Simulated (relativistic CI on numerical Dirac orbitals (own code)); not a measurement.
Computed by Dirac-Coulomb-Breit CI, separate exchange-only KLI orbitals for each configuration, model QED, unscaled Slater integrals (own radial code, finite nucleus).

Configurations in the expansion (outside the closed core 1s2): 2s, 2p, 3s, 3p, 3d, 4s, 4p, 4f, 4d, 5s, 5p, 5g, 5f, 5d, 6s, 6p, 6d. Levels of other configurations are missing.

At this charge configurations can still be misplaced by up to about 7 % of their energy. 10 of the 10 excited levels that our extract of the measured tables holds in this range could be paired (the sources list more); they are missed by 1027 cm⁻¹ on average and 1189 at most, and levels without a partner can miss by more.

Outline of the computed level scheme of F VII. Lowest level of each configuration: 2s 2S_1/2 at 0.000 eV; 2p 2P°_1/2 at 14.030 eV; 3s 2S_1/2 at 105.847 eV; 3p 2P°_1/2 at 109.669 eV; 3d 2D_3/2 at 110.900 eV; 4s 2S_1/2 at 141.256 eV; 4p 2P°_1/2 at 142.818 eV; 4d 2D_3/2 at 143.330 eV; 4f 2F°_5/2 at 143.352 eV.

Some strong electric-dipole decays among the lowest 15 levels: 3d 2D_5/2 → 2p 2P°_3/2 (1.6e+11 s⁻¹); 3d 2D_3/2 → 2p 2P°_1/2 (1.3e+11 s⁻¹); 4d 2D_5/2 → 2p 2P°_3/2 (5.4e+10 s⁻¹); 3p 2P°_1/2 → 2s 2S_1/2 (4.8e+10 s⁻¹); 3p 2P°_3/2 → 2s 2S_1/2 (4.8e+10 s⁻¹); 4d 2D_3/2 → 2p 2P°_1/2 (4.5e+10 s⁻¹); 4f 2F°_7/2 → 3d 2D_5/2 (3.3e+10 s⁻¹); 4f 2F°_5/2 → 3d 2D_3/2 (3.1e+10 s⁻¹).
